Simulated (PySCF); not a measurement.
**Electron correlation in Cu (copper, neutral)**

[Ar] 3d9 4s1 4p1, one real determinant (an excited configuration). Calculation: PySCF 2.14, in def2-TZVPPD (6s6p4d2f1g, 67 functions); no relativity, point nucleus. Frozen: [Ar]; 11 electrons correlated.

MP2 pair energies summed by pair of shells (mhartree):

| pair | energy | share (%) |
| --- | --- | --- |
| 3d-3d | -328.23 | 92.1 |
| 3d-4s | -17.73 | 5.0 |
| 3d-4p | -8.34 | 2.3 |
| 4s-4p | -1.92 | 0.5 |

Total MP2 correlation energy: -356.23 mhartree.

Same-spin part -135.59 and opposite-spin part -220.64 mhartree; SCS-MP2 scales them by 1/3 and 6/5 to -309.96 mhartree.

The reference is one real determinant that mixes LS terms of this configuration.
